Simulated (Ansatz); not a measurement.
Input file:

```yaml
crystal:
  periodic: [false, false, false]
  atoms:
    - { symbol: B, position_ang: [-0.010485, 0.496589, -0.535833] }
    - { symbol: Cl, position_ang: [0.008737, 0.032547, 2.49869] }
    - { symbol: Cl, position_ang: [1.531069, -0.215082, -0.915825] }
    - { symbol: Cl, position_ang: [-1.535729, -0.228859, -0.954523] }
    - { symbol: Si, position_ang: [0.003099, -0.015233, 4.609401] }
    - { symbol: H, position_ang: [-0.757809, -1.196248, 5.033574] }
    - { symbol: H, position_ang: [1.396249, -0.093853, 5.059941] }
    - { symbol: H, position_ang: [-0.635131, 1.220138, 5.076775] }
magnetization:
  spin_polarized: true
  initial_magnetization: 1
basis:
  gaussian: { orbitals: "6-31G*" }
hamiltonian:
  xc: hf
relax:
  f_tol: 0.03
  max_steps: 50
```

Run as:

```bash
$ ansatz run input.yaml --threads 2 --pin off --max-ram 3072MiB --backend cpu --events-out ev --progress --plain --runs-dir out
```

Hardware: 2 threads of Arm Neoverse V1, on a shared host.

Roughly how long does this run take, and how much memory?

20 s, with a peak of 0.28 GiB, for 8 ionic steps.
